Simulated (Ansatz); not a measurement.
`[F][Ge]([F])([F])[Br]` + `FC(Cl)(Cl)I` → `[F][Ge]([F])([F])[I]` + `FC(Cl)(Cl)Br`  (formal exchange of groups at a Ge–Br bond)

Isolated molecules relaxed with PBE0-D4/def2-TZVP in Ansatz; ΔE leaves out vibrations. CCSD(T)/CBS is the MP2 limit (def2-TZVPP, def2-QZVPP) plus CCSD(T) − MP2 in def2-TZVPP, frozen cores. Functionals use def2-TZVPP. Elements past krypton have def2 core potentials. For Br, Ge, I outer-core shells are correlated without core-valence functions, which leaves a few kJ/mol of doubt a bond. Scalar relativity is left out up to krypton.

```tsv
level	ΔE (kJ/mol)	difference from CCSD(T)/CBS
revPBE-D4	-0.1	-4.5
PBE0-D4	-0.9	-5.3
ωB97X-V	-0.1	-4.5
B2PLYP	1.8	-2.6
r2SCAN	0.3	-4.1
PBE0	-1.4	-5.8
BHLYP	0.4	-4.0
CCSD/def2-TZVPP	3.3	-1.1
HF/def2-QZVPP	2.1	-2.3
MP2/def2-QZVPP	3.8	-0.6
CCSD(T)/CBS	4.4	0
```

(1) What do rigid-rotor, harmonic-oscillator terms from PBE0-D4/def2-TZVP frequencies (298.15 K, 1 bar) make of the CCSD(T)/CBS value? (Best estimate.)

Largest T1 diagnostic among the species: 0.011.

Results:

(1) The calculation gave: ΔZPE = +0.3 kJ/mol, ΔH = +4.7 kJ/mol, ΔS = 0 J/(mol·K), ΔG = +4.7 kJ/mol.

Leaving LDA and LC-ωPBE aside and taking each functional with its dispersion term where it has one, the values, not all of them listed here, spread over 5.0 kJ/mol, from PBE-D4 to B97M-V. At CCSD(T), def2-SVP lies −5.3 kJ/mol from the extrapolated value and def2-TZVPP −0.5 kJ/mol.
